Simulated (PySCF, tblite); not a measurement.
Isomers of C4H10NOSi2 (doublet state), one GFN2-xTB conformer each. Single-point energies are computed at B3LYP/pcH-1 (PySCF, gas phase, no added dispersion term), electronic only. GFN2-xTB treats the open shell by occupation alone, and not every SCF solution was tested for stability.

Question: Rank them by B3LYP/pcH-1 energy, lowest first (kJ/mol).
A. `[CH:1]#[C:2][Si:3]([NH:4][CH3:5])[SiH2:6][O:7][CH3:8]` (doublet state) with C2–Si3–N4–C5 -177°, C2–Si3–Si6–O7 63°, Si3–Si6–O7–C8 178°
B. `[H]/[C:1]=[C:2](\[O:3][CH:4]=[CH2:5])[N:6]([SiH3:7])[SiH3:8]` (doublet state) with C1–C2–O3–C4 -4°, C2–O3–C4–C5 172°, C1–C2–N6–Si7 -175°

Answer: A (0.0), B (193.1).

As drawn, the lower has an N–H bond, an Si–O bond and an Si–Si bond, which the higher lacks. GFN2-xTB itself gives, in the same order: 0.0, 29.0. Both levels put the same isomer lowest.

What happens when harmonic zero-point energies from GFN2-xTB frequencies are added?

| SMILES | ZPE (kJ/mol) | electronic (kJ/mol) | with ZPE (kJ/mol) |
| --- | --- | --- | --- |
| C#C[Si](NC)[SiH2]OC | 340.8 | 0.0 | 0.0 |
| [H]/[C]=C(\OC=C)N([SiH3])[SiH3] | 311.5 | 193.1 | 163.7 |

The zero-point energies span 29.3 kJ/mol. The order is unchanged.
